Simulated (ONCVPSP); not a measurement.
**Which change was made? (Hg, ONCV)**

* Element: Hg (Z = 80)
* Generator: ONCVPSP 4.0.1
* Type: optimised norm-conserving Vanderbilt (ONCV)
* Functional: revPBE
* Relativity: scalar-relativistic
* Frozen core: [Kr] 4d10 4f14 5s2
* Valence charge: 18
* Reference configuration: 5p6 5d10 6s2
* Partial waves: 6s: rc 2.20 bohr, ncon 4, nbas 7, qcut 2.6 1/bohr, 2 projectors, debl 1.9 Ha; 5p: rc 1.35 bohr, ncon 3, nbas 8, qcut 8.3 1/bohr, 2 projectors, debl 0.7 Ha; 5d: rc 2.15 bohr, ncon 4, nbas 9, qcut 7.1 1/bohr, 2 projectors, debl 0.4 Ha
* Local potential: polynomial inside 0.95 bohr (lpopt 3, dvloc0 0 Ha)
* Core correction: none

In the p channel the program set the typed energies aside and used -2.442, 0.250 Ha.

Cutoffs, loose and tight: the cutoffs (Ha) at which the residual kinetic energy of the hardest occupied pseudo-wave falls to 1 and 0.1 mHa per electron. They do not see the model core or the augmentation charge, which bear on the density cutoff. Test errors are all-electron minus pseudo excitation energies from the reference, over the configurations 5p6 5d10 6s1; 5p6 5d10 6s0; 5p6 5d9 6s0; 5p6 5d10 6s1.5; variants that change the core or the reference have their own tests.

The base gives: outcome: generated, projector energies reset by the program; cutoff, loose: 26 Ha; cutoff, tight: 32 Ha; bound ghosts: s; GHOST(+) flags above zero: s; largest test error (meV): -40.

Problem. After one change the result is: outcome: generated, projector energies reset by the program; cutoff, loose: 99 Ha; cutoff, tight: 246 Ha; bound ghosts: s; GHOST(+) flags above zero: s; largest test error (meV): -40. Which change was it?
A. p: rc 0.98
B. p: rc 1.98
C. p: rc 1.22

Solution. A. The others give: p: rc 1.98 → outcome: generated, projector energies reset by the program; cutoff, loose: 18 Ha; cutoff, tight: 23 Ha; bound ghosts: s; GHOST(+) flags above zero: s; largest test error (meV): -39 | p: rc 1.22 → outcome: generated, projector energies reset by the program; cutoff, loose: 31 Ha; cutoff, tight: 100 Ha; bound ghosts: s; GHOST(+) flags above zero: s; largest test error (meV): -40.
